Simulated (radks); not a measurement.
Effect of the nuclear size on the calcium ion Ca2+, [Ar]. Method: Dirac Kohn-Sham, BLYP, spin-unpolarised, spherical densities, finite nucleus; Fermi nuclear charge, rms radius 3.4776 fm; computed with a radial shooting solver on a logarithmic mesh with Libxc functionals. The rms radius is varied about that value; shifts are against it.

rms radius (fm)  total energy shift (eV)  density at nucleus (e/bohr^3)  1s1/2 shift (meV)  2s1/2 shift (meV)  2p1/2 shift (meV)  3s1/2 shift (meV)
3.0464                          -0.00703                           6185              -2.97             -0.236              0.035             -0.030
3.3628                          -0.00196                           6169             -0.827             -0.066              0.010             -0.008
3.4776                                 0                           6164              0.000              0.000              0.000              0.000
3.721                            0.00437                           6153               1.84              0.147             -0.022              0.019
4.2392                            0.0146                           6132               6.17              0.491             -0.072              0.062

Slopes of the eigenvalues against <r^2> in GHz/fm^2, as finite differences over the two radii next to the reference (eigenvalue slopes, not the field-shift constants of lines): 1s1/2 254, 2s1/2 20.3, 2p1/2 -2.98.
